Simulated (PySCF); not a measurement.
C₄H₃BrF₂.
Cartesian coordinates in Å at the PBE0-D3(BJ)/def2-SVP level; atoms count from 1:
```
atom  x, y, z in Å
C1    -1.8106    0.5812    0.0557
C2    -0.7291   -0.1924    0.1711
F3    -0.8204   -1.4307    0.6427
C4     0.6228    0.2252   -0.1945
F5     0.6492    1.4660   -0.6920
C6     1.7981   -0.4148   -0.1044
Br7    2.1147   -2.1291    0.5400
H8    -2.7871    0.1965    0.3512
H9    -1.7191    1.5929   -0.3342
H10    2.6905    0.1134   -0.4448
```

Computed with PBE0-D3(BJ)/def2-SVP geometry optimisation, gas phase (PySCF).

Masses are those of the commonest isotopes; rigid-rotor values at the optimised geometry. The values belong to one conformer with, in the numbering `[CH2:1]=[C:2]([F:3])/[C:4]([F:5])=[CH:6]\[Br:7]`, C1–C2–C4–F5 -2°.

What are A, B and C (cm⁻¹)?

Ia = 145.49, Ib = 502.99, Ic = 648.39 u·Å²; 505379 MHz·u·Å²/I gives 3474, 1005 and 779.4 MHz, that is A = 0.11587, B = 0.03352, C = 0.02600 cm⁻¹.

What kind of rotor is it?

An asymmetric top: κ = (2 × 1005 − 3474 − 779.4)/(3474 − 779.4) = -0.83.

What does the inertial defect say?

Not planar: Δ = Ic − Ia − Ib = -0.08 u·Å². For a rigid frame Δ = −2 Σ m c², so Σ m c² = 0.04 u·Å² lies off the ab plane: 0.00 from hydrogen and 0.04 from heavier atoms. The atom farthest from that plane is 0.06 Å away.

List the rotational levels J(Ka,Kc) to J = 2 (cm⁻¹).

Above 0(0,0):
J = 1: 1(0,1) 0.0595, 1(1,1) 0.1419, 1(1,0) 0.1494
J = 2: 2(0,2) 0.1781, 2(1,2) 0.2534, 2(1,1) 0.2759, 2(2,1) 0.5230, 2(2,0) 0.5235

Which types of transition are allowed, and where do some lines up to J = 2 fall?

The dipole components are |μa| = 0.79 D, |μb| = 0.40 D, |μc| = 0.03 D. Intensities carry the squares of the components, which stand as 1.00 : 0.25 : 0.00 (a : b : c). Some lines, for components of 0.1 D or more:

| type | branch | J(Ka,Kc) | MHz | lower level (cm⁻¹) |
| --- | --- | --- | --- | --- |
| a | Q | 2(1,1) ← 2(1,2) | 676 | 0.253 |
| b | R | 2(0,2) ← 1(1,1) | 1085 | 0.142 |
| a | R | 1(0,1) ← 0(0,0) | 1784 | 0.000 |
| b | Q | 1(1,0) ← 1(0,1) | 2694 | 0.060 |
| b | Q | 2(1,1) ← 2(0,2) | 2934 | 0.178 |
| a | R | 2(1,2) ← 1(1,1) | 3343 | 0.142 |
| a | R | 2(0,2) ← 1(0,1) | 3554 | 0.060 |
| a | R | 2(1,1) ← 1(1,0) | 3794 | 0.149 |
| b | R | 1(1,1) ← 0(0,0) | 4253 | 0.000 |
| b | R | 2(1,2) ← 1(0,1) | 5812 | 0.060 |
| b | Q | 2(2,0) ← 2(1,1) | 7422 | 0.276 |
| b | Q | 2(2,1) ← 2(1,2) | 8083 | 0.253 |
| b | R | 2(2,1) ← 1(1,0) | 11201 | 0.149 |
| b | R | 2(2,0) ← 1(1,1) | 11441 | 0.142 |

Whether it is a minimum is left open (no frequencies). Constants of a rigid frame at the computed geometry: no zero-point averaging, no centrifugal distortion. Quadrupole hyperfine structure (79Br) is left out.

Time: 54 s; peak memory 0.74 GiB. Hardware: an Arm Neoverse V2 with one thread, on a shared host. That covers the optimisation of the geometry.
